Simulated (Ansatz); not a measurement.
`[NH2][Hf]([NH2])([NH2])[Cl]` and `[NH2][Zr]([NH2])([NH2])[Cl]` differ in one element.

Ansatz, PBE0-D4/def2-TZVP geometries, multiplicity 1. Each molecule was computed in one conformer, which needn't be the lowest.

Elements past krypton have def2 core potentials.

| property | `[NH2][Hf]([NH2])([NH2])[Cl]` |
| --- | --- |
| LUMO energy (ωB97M-V/def2-TZVPP) / eV | 1.12 |
| size of the dipole moment (ωB97M-V/def2-TZVPP) / D | 2.71 |
| size of the dipole moment (PBE/def2-TZVPP) / D | 2.79 |
| LUMO energy (B3LYP/def2-TZVPP) / eV | -0.34 |
| HOMO energy (PBE0/def2-TZVPP) / eV | -7.33 |
| size of the dipole moment (B3LYP/def2-TZVPP) / D | 2.76 |

Task: What does the change do to each property? (Estimate.)

Result: Computed: 
```tsv
property	`[NH2][Zr]([NH2])([NH2])[Cl]`	shift
LUMO energy (ωB97M-V/def2-TZVPP) / eV	0.77	-0.35
size of the dipole moment (ωB97M-V/def2-TZVPP) / D	2.83	0.12
size of the dipole moment (PBE/def2-TZVPP) / D	2.90	0.11
LUMO energy (B3LYP/def2-TZVPP) / eV	-0.67	-0.33
HOMO energy (PBE0/def2-TZVPP) / eV	-7.37	-0.04
size of the dipole moment (B3LYP/def2-TZVPP) / D	2.87	0.11
```

Dipoles are sizes alone; their direction can turn.

Positive LUMOs are unbound, so they and the gaps depend on the basis.

B3LYP here is the variant with VWN-RPA as its local correlation; programs differ in this.
